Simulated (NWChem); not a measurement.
**A calculation on HCl₃Si**

```xyz
5

Si     0.0325     0.5070     0.0000
Cl    -0.9793    -0.1159     1.6799
Cl    -0.9793    -0.1159    -1.6799
Cl     1.9245    -0.3021     0.0000
H      0.1268     1.9789     0.0000
```
Charge 0, spin multiplicity 1.

Everything below was run with NWChem. All single points use one geometry, from B3LYP/def2-SVP, a minimum by its harmonic frequencies.

Static limit. This basis has no diffuse functions, which lowers polarisabilities.

The Pople sets run with spherical d functions. The structure started from a generated list of species.

**Question.** Give the polarisability tensor in bohr³ at BHandHLYP/6-31G* (spherical d), in the frame of the coordinates, and its isotropic mean.

**Answer.** 
```
50.59  -0.87   0.00
-0.87  37.02   0.00
 0.00   0.00  50.64
```
Mean (one third of the trace): 46.08 bohr³.
